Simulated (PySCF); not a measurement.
**Property card for `CB(C)[SiH2]N([SiH3])[SiH3]`**

Compound: C2H14BNSi3.
Numbering: `[CH3:1][B:2]([CH3:3])[SiH2:4][N:5]([SiH3:6])[SiH3:7]` (hydrogens: H8, H9, H10 on C1; H11, H12, H13 on C3; H14, H15 on Si4; H16, H17, H18 on Si6; H19, H20, H21 on Si7)

Structural features include: Si–H bond and three-coordinate boron.

PBE0-D3(BJ)/def2-SVP geometry optimisation, gas phase (PySCF):

```yaml
Point_group: C1
Rotational_constants_A_B_C: 2.033, 0.792, 0.697 GHz
```

**CAM-B3LYP/def2-SVPD ground state, ΔSCF and vertical TDDFT (core frozen in the response) (PySCF)**

```yaml
Dipole_moment: 1.43 D
HOMO_energy: -8.37 eV
LUMO_energy: -0.29 eV
HOMO–LUMO_gap: 8.08 eV
Lowest_singlet_excitation: 4.50 eV (276 nm, f = 0.004)
Strongest_line_among_the_10_lowest_singlet_transitions: S5 at 6.76 eV (184 nm, f = 0.040)
Lowest_triplet_excitation_Tamm–Dancoff: 3.74 eV
Static_isotropic_polarisability: 126.7 au
Vertical_ionisation_energy: 8.87 eV
Electronic_spatial_extent_⟨r²⟩_about_the_centre_of_nuclear_charge: 1858 bohr²
```

From HF/pcSseg-1 ground state and GIAO shieldings, non-relativistic (PySCF):

```yaml
13C_chemical_shifts_computed_TMS_as_zero_by_class: 18.0 (C1/C3) ppm
1H_chemical_shifts_computed_TMS_as_zero_by_class: 4.24 (H14/H15), 4.22 (H16/H17/H18/H19/H20/H21), 1.17 (H8/H9/H10/H11/H12/H13) ppm
Isotropic_shieldings_of_nuclei_other_than_C_and_H_by_class: 15 (B2), 301 (N5), 433 (Si4), 440 (Si6/Si7) ppm
```

Monoisotopic mass (most abundant isotopes): 147.0527 u.

No computed singlet falls in the visible range (750 to 380 nm, 1.65 to 3.26 eV); S1 lies 1.24 eV above its blue end. The 10 singlets span 4.50 to 7.46 eV, and their oscillator strengths add up to 0.11. The vertical singlet–triplet gap S1 − T1 is 0.76 eV (TDDFT singlet less Tamm–Dancoff triplet; S1: HOMO→LUMO, weight 0.78; T1: HOMO→LUMO, weight 0.69). With B = h/(8π²I), that is 505.379 GHz u Å² over I, the principal moments of inertia are 248.6, 638.2 and 725.0 u Å² (most abundant isotopes). The principal polarisabilities are 114.6, 123.2 and 142.4 au; their mean is the isotropic value.

One conformer (not necessarily the lowest) at the PBE0-D3(BJ)/def2-SVP geometry, without solvent or vibrations. NMR classes are plain means over equivalent atoms (diastereotopic ones count apart unless rotation or inversion swaps them), as if these changed places fast; in this geometry the members of some classes differ.

Shape of the structure used: `[CH3:1][B:2]([CH3:3])[SiH2:4][N:5]([SiH3:6])[SiH3:7]`: C1–B2–Si4–N5 20°, B2–Si4–N5–Si6 59°.
